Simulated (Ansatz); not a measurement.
Task: Name a neutral molecule of F, O, S, W and H with HOMO energy (ωB97M-V/def2-TZVPP) between -9.60 and -9.30 eV and HOMO–LUMO gap (PBE/def2-TZVPP) between 2.65 and 2.95 eV (Ansatz, PBE0-D4/def2-TZVP geometry).

Result: `[OH][W]([F])(=[S])=[S]` (-9.46 eV, 2.88 eV). Other molecules can fit too; these were computed, each in one conformer that needn't be the lowest.
